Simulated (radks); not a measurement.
Q: These are the eigenvalues of the occupied orbitals of an atom or ion with whole-number occupations (hartree). All-electron calculation, Dirac Kohn-Sham, PBE, spin-unpolarised, spherical densities, finite nucleus; Fermi nuclear charge, rms radius of each element as measured or else 0.836 A^(1/3) + 0.57 fm. Program: a radial shooting solver on a logarithmic mesh with Libxc functionals.

1s1/2: -1653.005
2s1/2: -268.8244
2p1/2: -254.5940
2p3/2: -234.0061
3s1/2: -58.79267
3p1/2: -52.68933
3p3/2: -48.54935
3d3/2: -37.93952
3d5/2: -37.04234
4s1/2: -11.86558
4p1/2: -9.54318
4p3/2: -8.63991
4d3/2: -4.82025
4d5/2: -4.65973
5s1/2: -1.75905
5p1/2: -1.13954
5p3/2: -1.01919
4f5/2: -0.30914
6s1/2: -0.30530
4f7/2: -0.29182

Which element is it, and in what charge state? The configuration may be excited. Open shells, if any, are shared by 2j + 1.

A: Z = 61, promethium, charge +1: Pm+ in [Xe] 4f5 6s1. The list shows which subshells hold electrons but not how many an open one holds; the 1s level, -1653 hartree, gives Z - s = 57.5 by -(Z - s)^2/2, which with screening and relativity narrows Z to a few neighbours, and the depths of the outer levels then fix element, charge and occupations together.
